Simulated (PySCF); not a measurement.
SMILES C#CC[SiH2][Si](Cl)(Cl)Cl (GFN2-xTB optimised geometry):

```
13

C      2.928     0.203     2.032
C      2.522    -0.442     1.109
C      2.003    -1.208     0.000
Si     0.088    -1.208     0.000
Si    -0.654     0.999     0.000
Cl     0.537     2.229    -1.098
Cl    -0.752     1.805     1.862
Cl    -2.522     1.153    -0.792
H      3.306     0.762     2.834
H      2.385    -2.229     0.064
H      2.381    -0.776    -0.930
H     -0.393    -1.923     1.188
H     -0.357    -1.936    -1.196
```

Level of theory: B3LYP/def2-TZVP (PySCF 2.14.0).

Problem. What are the frontier orbital energies and the dipole moment?

Solution. HOMO-2 -8.46 eV, HOMO-1 -7.77 eV, HOMO -7.46 eV, LUMO -0.97 eV, LUMO+1 -0.75 eV; dipole moment 2.00 D.

Meta-Löwdin charges at B3LYP/def2-TZVP: C1 -0.23, C2 -0.04, C3 -0.42, Si4 0.42, Si5 0.77, Cl6 -0.27, Cl7 -0.27, Cl8 -0.28, H9 0.17, H10 0.15, H11 0.15, H12 -0.08, H13 -0.09.
